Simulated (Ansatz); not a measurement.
Mulliken charges of FH₄NO₂Zr, SMILES `[NH2][Zr]([OH])([OH])[F]` from ωB97M-V/def2-TZVPP in Ansatz (PBE0-D4/def2-TZVP geometry).

| atom | x (Å) | y (Å) | z (Å) | charge (e) |
| --- | --- | --- | --- | --- |
| N1 | 0.519 | 1.345 | -0.862 | -0.540 |
| Zr2 | 0.199 | -0.295 | 0.297 | 1.431 |
| O3 | -0.260 | -1.746 | -0.876 | -0.509 |
| O4 | -1.116 | 0.183 | 1.614 | -0.509 |
| F5 | 1.824 | -0.766 | 1.218 | -0.422 |
| H6 | 0.823 | 1.335 | -1.825 | 0.111 |
| H7 | 0.385 | 2.304 | -0.573 | 0.112 |
| H8 | -0.576 | -2.553 | -1.270 | 0.163 |
| H9 | -1.798 | 0.193 | 2.278 | 0.163 |

**Question.** By hand: the dipole of these point charges (1 e Å = 4.8032 D).

**Answer.** Σ q r = (-0.317, -0.008, -0.102) e Å, of length 0.333 e Å = 1.60 D.

**Question.** How does the dipole of the full density compare? (Estimate.)

**Answer.** The calculation gave: (-0.525, -0.018, -0.167) e Å, 2.65 D; the point charges give 0.60 times that, at 1° from its direction.

Point charges leave out the atoms' own dipoles, such as those of lone pairs, and Mulliken's split depends on the basis, so the two needn't agree.
